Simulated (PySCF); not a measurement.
Si(Me)(OH)2(OMe), C2H8O3Si, SMILES O[Si](O)(C)OC (PBE0/def2-SVP optimised geometry):

```
14

C     -1.008     1.331     1.000
O     -1.207     0.373     0.000
Si    -0.567    -1.163     0.000
C      1.284    -1.163     0.000
O     -1.214    -1.849    -1.362
O     -1.030    -2.011     1.347
H      0.029     1.715     1.006
H     -1.680     2.184     0.820
H     -1.228     0.931     2.007
H      1.668    -2.184    -0.146
H      1.680    -0.791     0.957
H      1.676    -0.529    -0.809
H     -1.753    -1.245    -1.882
H     -1.949    -2.295     1.362
```

Method: PySCF with PBE0/def2-TZVP.

### Question
What are the frontier orbital energies and the dipole moment?

### Answer
HOMO-2 -9.05 eV, HOMO-1 -8.50 eV, HOMO -8.17 eV, LUMO 0.75 eV, LUMO+1 1.54 eV; dipole moment 1.48 D.

On the same geometry PySCF with PBE/def2-TZVP gives HOMO-2 -7.36 eV, HOMO-1 -6.92 eV, HOMO -6.56 eV, LUMO -0.12 eV, LUMO+1 0.68 eV; dipole moment 1.40 D.

Meta-Löwdin charges at PBE0/def2-TZVP: C1 -0.12, O2 -0.63, Si3 1.47, C4 -0.65, O5 -0.77, O6 -0.76, H7 0.10, H8 0.12, H9 0.10, H10 0.14, H11 0.14, H12 0.14, H13 0.36, H14 0.35.
